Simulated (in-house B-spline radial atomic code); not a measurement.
Cl2+ is squeezed into an impenetrable sphere of radius R (the orbitals vanish at R). Method: Dirac-Kohn-Sham LDA VWN5, spherical fractional occupations, Fermi nucleus of rms radius 3.3654 fm. Calculated with a B-spline radial code for spherical atoms.

Energies in eV above the free ion in [Ne] 3s2 3p3:

| R (bohr) | highest level (eV) | [Ne] 3s2 3p3 | [Ne] 3s1 3p4 | [Ne] 3s1 3p3 3d1 |
| --- | --- | --- | --- | --- |
| 7.11 | -31.7 | 0.0002636 | 13.14 | 31.1 |
| 6.18 | -31.7 | 0.00317 | 13.14 | 31.14 |
| 4.69 | -31.5 | 0.15 | 13.31 | 31.66 |
| 4.22 | -31.2 | 0.4849 | 13.69 | 32.37 |
| 3.67 | -30.3 | 1.862 | 15.24 | 34.58 |
| 2.96 | -26.1 | 10.18 | 24.26 | 45.15 |
| 2.69 | -22.3 | 19.3 | 33.94 | 55.59 |
| 2.21 | -8.46 | 60.58 | 76.81 | 99.39 |
| 1.98 | 4.86 | 106.1 | 123.3 | 145.2 |
| 1.22 | 172 | 816.6 | 827.7 | 807.8 |

Question: Does [Ne] 3s1 3p4 fall below [Ne] 3s2 3p3 under compression?

Answer: No, it stays above over the whole range.

Question: Does [Ne] 3s1 3p3 3d1 fall below [Ne] 3s2 3p3 under compression?

Answer: Yes, between R = 1.98 and 1.22 bohr the order changes (near 1.36 bohr by linear interpolation).

The highest level is first positive in the row R = 1.98 bohr, pushed up by confinement above the zero of the free ion's potential. Each configuration is held fixed and needn't be the lowest in the sphere.
